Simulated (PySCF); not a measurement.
Lowest triplet excitation (TDA) (eV) of eight silicon and germanium compounds: TDDFT-PBE beside TDDFT-CAM-B3LYP, computed with PySCF for isolated molecules in the bases named; differences from unrounded values. The eight are the first of their class met in an unordered collection, after screening for sound electronic states; none was chosen by its value. Each molecule has one DFT geometry for both levels.

```tsv
molecule	basis	TDDFT-CAM-B3LYP	TDDFT-PBE	difference
C₃H₇NSi, SMILES [SiH3]N1C=CC1	def2-SVPD	3.70	[?]	[?]
C2H3ClF2Si, SMILES F/C=C(/F)[SiH2]Cl	def2-SVPD	3.86	[?]	[?]
C3H5NOSi, SMILES O[Si@@H]1C=CC=N1	def2-SVPD	3.01	[?]	[?]
H₆O₂Si₂, SMILES O[SiH2]O[SiH3]	def2-SVPD	7.18	6.27	-0.91
C3H4ClFSi, SMILES C([Si@H](C#C)Cl)F	def2-SVPD	4.67	4.63	-0.04
ClH6NSi3, SMILES Cl[SiH]1[SiH2]N[SiH2]1	def2-SVPD	4.56	4.12	-0.44
CH₄Cl₂OSi₂, SMILES Cl[Si]1(Cl)CO[SiH2]1	def2-SVPD	5.34	4.79	-0.55
C3H7FOSi, SMILES CC(=O)[Si@@H](C)F	def2-SVPD	2.87	2.67	-0.20
```

Problem. Fill in the missing entries. (Estimate from the structure and the level; the computed values follow.)

Solution. 
- C3H5NOSi, SMILES O[Si@@H]1C=CC=N1, TDDFT-PBE: 2.57
- C3H5NOSi, SMILES O[Si@@H]1C=CC=N1, difference: -0.44
- C₃H₇NSi, SMILES [SiH3]N1C=CC1, TDDFT-PBE: 3.73
- C₃H₇NSi, SMILES [SiH3]N1C=CC1, difference: 0.02
- C2H3ClF2Si, SMILES F/C=C(/F)[SiH2]Cl, TDDFT-PBE: 3.82
- C2H3ClF2Si, SMILES F/C=C(/F)[SiH2]Cl, difference: -0.04

TDDFT-PBE lies below TDDFT-CAM-B3LYP in 7 and above it in 1 of the eight; the mean signed difference is -0.33 and the largest -0.91 eV.
